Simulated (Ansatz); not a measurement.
Input file for Ansatz (a quantum-chemistry and plane-wave program): R-CCSD(T)/def2-QZVPP on FHPbS (SMILES [F][Pb][SH]), a point of a torsion scan. Elements past Kr take the def2 small-core potentials; no spin–orbit coupling. Files ending in .json are basis or fitting sets from the Basis Set Exchange. The run froze 15 orbitals, filled d shells among them.

Ansatz 0.2 input:
```yaml
crystal:
  periodic: [false, false, false]
  atoms:
    - {symbol: F, position_ang: [1.90804784, -0.80175837, -0.10504928]}
    - {symbol: Pb, position_ang: [1.00151747, 1.03266920, -0.59430491]}
    - {symbol: S, position_ang: [-1.44532733, 0.36148936, -0.54816112]}
    - {symbol: H, position_ang: [-1.54190400, -0.05914450, 0.70098184]}
basis:
  gaussian:
    orbitals: def2-QZVPP.json
magnetization: {spin_polarized: false}
correlation: {method: ccsd_t, electrons: outside_noble_gas}
scf: {lower_state_search: off}
```

Task: What total energy does the run end on?

Result: -690.1199 hartree (reference determinant -689.5220, T1 diagnostic 0.017).

Task: How many basis functions does it have, and what does it roughly cost on one machine?

Result: 239 functions; about 5 core-minutes (a rough figure).
